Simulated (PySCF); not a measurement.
C3H5Cl2F, SMILES ClC(F)(CC)Cl.

The structure is a stationary point at ωB97X-D3(BJ)/def2-SVP. One conformer was computed; it need not be the lowest.

Level of theory: TDDFT-PBE/def2-SVPD in PySCF.

Vertical excitations. Gas-phase values at a fixed geometry.

| state | energy (eV) | λ (nm) | f | main pairs |
|---|---|---|---|---|
| S1 | 6.41 | 194 | 0.026 | HOMO→LUMO 97 % |
| S2 | 6.63 | 187 | 0.003 | HOMO−1→LUMO 96 % |
| S3 | 6.72 | 185 | 0.004 | HOMO−2→LUMO 90 % |
| S4 | 6.91 | 179 | 0.006 | HOMO→LUMO+1 77 %, HOMO−3→LUMO 18 % |
| S5 | 7.21 | 172 | 0.008 | HOMO−3→LUMO 65 %, HOMO→LUMO+1 15 %, HOMO−1→LUMO+1 11 % |
| S6 | 7.37 | 168 | 0.011 | HOMO−1→LUMO+1 78 % |
| S7 | 7.48 | 166 | 0.018 | HOMO−2→LUMO+1 91 % |
| S8 | 7.51 | 165 | 0.013 | HOMO→LUMO+2 95 % |
| S9 | 7.67 | 162 | 0.007 | HOMO−4→LUMO 87 % |
| S10 | 7.81 | 159 | 0.002 | HOMO−3→LUMO+1 53 %, HOMO−5→LUMO 41 % |
| T1 | 5.81 | 214 | 0 | HOMO→LUMO 99 % |
| T2 | 6.20 | 200 | 0 | HOMO−1→LUMO 97 % |
| T3 | 6.29 | 197 | 0 | HOMO−2→LUMO 95 % |
| T4 | 6.56 | 189 | 0 | HOMO→LUMO+1 73 %, HOMO−3→LUMO 23 % |
Triplets are in the Tamm–Dancoff approximation, which puts them higher than full response would, so one can lie above its singlet here.
